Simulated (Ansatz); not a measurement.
One group Y is varied and pulled off as a radical: Y-Sn(OH)3. All species are isolated molecules in the gas phase. Each species was relaxed from one start; no search for lower structures was made at this level. In the def2 sets, heavy atoms carry core potentials. Strings in code marks are SMILES.

The LUMO from two functionals at the same geometries (PBE0-D3(BJ)/def2-SVP), both in Ansatz (an electronic-structure program): PBE-D3(BJ)/def2-TZVP and B3LYP-D3(BJ)/def2-TZVP. B3LYP has the VWN-RPA correlation part, as in Gaussian. 

```csv
species,B3LYP-D3(BJ)/def2-TZVP (eV)
Y = methyl (`[CH3][Sn]([OH])([OH])[OH]`),-1.26
Y = ethyl,-1.24
Y = isopropyl (`[OH][Sn]([OH])([CH](C)C)[OH]`),-1.24
Y = n-butyl,-1.20
Y = tert-butyl (`C[C](C)(C)[Sn]([OH])([OH])[OH]`),-1.27
Y = allyl (`C=C[CH2][Sn]([OH])([OH])[OH]`),-1.47
Y = phenyl,-1.29
Y = trifluoromethyl (`[OH][Sn]([OH])([OH])[C](F)(F)F`),-2.10
Y = cyclopentyl,-1.18
Y = but-3-enyl (`C=CC[CH2][Sn]([OH])([OH])[OH]`),-1.35
```

Question: What does PBE-D3(BJ)/def2-TZVP give for each?

Answer: 
- Y = methyl (`[CH3][Sn]([OH])([OH])[OH]`): -1.85
- Y = ethyl: -1.83
- Y = isopropyl (`[OH][Sn]([OH])([CH](C)C)[OH]`): -1.83
- Y = n-butyl: -1.79
- Y = tert-butyl (`C[C](C)(C)[Sn]([OH])([OH])[OH]`): -1.87
- Y = allyl (`C=C[CH2][Sn]([OH])([OH])[OH]`): -2.09
- Y = phenyl: -1.90
- Y = trifluoromethyl (`[OH][Sn]([OH])([OH])[C](F)(F)F`): -2.63
- Y = cyclopentyl: -1.78
- Y = but-3-enyl (`C=CC[CH2][Sn]([OH])([OH])[OH]`): -1.96
Over these rows, drawn at random from the members with no instability flagged (it was tested for open shells, ions and some series alone), PBE minus B3LYP-D3(BJ): mean -0.59 eV, from -0.62 eV to -0.54 eV.
